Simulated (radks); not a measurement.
Q: The mean radii <r> (bohr) of the occupied orbitals of an atom or ion are listed with their occupations. Method: scalar-relativistic Kohn-Sham, PBEsol, spin-polarised, spherical densities, finite nucleus; Fermi nuclear charge, rms radius of each element as measured or else 0.836 A^(1/3) + 0.57 fm; computed with a radial shooting solver on a logarithmic mesh with Libxc functionals.

orbital  occ.      <r>
1s          2  0.02232
2s          2  0.09494
2p          6  0.08367
3s          2   0.2450
3p          6   0.2422
3d         10   0.2188

Name the element and its charge. Open shells, if any, are filled with parallel spins first.

A: Z = 63, europium, charge +35: Eu35+ in [Ar] 3d10. The 1s radius gives Z: for a bare nucleus <r> = (2 gamma + 1)/(2Z) with gamma = sqrt(1 - (Z/c)^2), 0.02203 bohr for Z = 63, and screening makes it slightly larger (0.02232 here). The occupations add up to 28, and the charge is Z minus that.
